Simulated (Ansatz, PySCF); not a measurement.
Al(Me)2 (C2H6Al), SMILES [CH3][Al][CH3], multiplicity 2. Atoms are numbered in the order given.

```xyz
9

Al     0.4034     0.2282     0.5299
C      1.1008     0.0889    -1.3164
H      1.0221    -0.9496    -1.6575
H      2.1371     0.4069    -1.4319
H      0.4806     0.6954    -1.9860
C     -1.4713    -0.3318     0.8238
H     -1.5903    -1.3778     0.5193
H     -2.1335     0.2659     0.1873
H     -1.8136    -0.2369     1.8544
```
Charge 0, spin multiplicity 2.

Coordinates come from a B3LYP-D3(BJ)/def2-TZVP optimisation. The spin state was assumed, not searched. The isomer is the one that the SMILES or the coordinates give; other isomers of the formula were not compared.

Two levels are set side by side: PBE-D3(BJ)/def2-TZVP (Ansatz, a first-principles code) and B3LYP-D3(BJ)/def2-TZVP (Ansatz). Each level has its own optimised geometry; the coordinates shown are those of the second. Frequencies come from the Hessian of PySCF at each geometry. Differences are taken from unrounded values.

```tsv
quantity	B3LYP-D3(BJ)
mean bond length (Å)	1.315
bond Al1–C2 (Å)	1.979
bond Al1–C6 (Å)	1.979
bond C2–H3 (Å)	1.096
bond C2–H4 (Å)	1.090
bond C2–H5 (Å)	1.096
bond C6–H7 (Å)	1.096
bond C6–H8 (Å)	1.096
bond C6–H9 (Å)	1.090
highest harmonic wavenumber (cm⁻¹)	3107
mean harmonic wavenumber (cm⁻¹)	1448
zero-point energy (kcal/mol)	43.48
```

Problem. What does PBE-D3(BJ) give, and how far is it from B3LYP-D3(BJ)? (Estimate from the structure and the level; the computed values follow.)

Solution. 
| quantity | PBE-D3(BJ) | PBE-D3(BJ) minus B3LYP-D3(BJ) |
|---|---|---|
| mean bond length (Å) | 1.322 | 0.007 |
| bond Al1–C2 (Å) | 1.984 | 0.006 |
| bond Al1–C6 (Å) | 1.984 | 0.006 |
| bond C2–H3 (Å) | 1.104 | 0.008 |
| bond C2–H4 (Å) | 1.098 | 0.008 |
| bond C2–H5 (Å) | 1.104 | 0.008 |
| bond C6–H7 (Å) | 1.104 | 0.008 |
| bond C6–H8 (Å) | 1.104 | 0.008 |
| bond C6–H9 (Å) | 1.098 | 0.008 |
| highest harmonic wavenumber (cm⁻¹) | 3061 | -46 |
| mean harmonic wavenumber (cm⁻¹) | 1413 | -36 |
| zero-point energy (kcal/mol) | 42.40 | -1.08 |

GGA bonds tend to be longer and softer than those of functionals with exact exchange. Differences between two approximate levels are no errors against the true value.
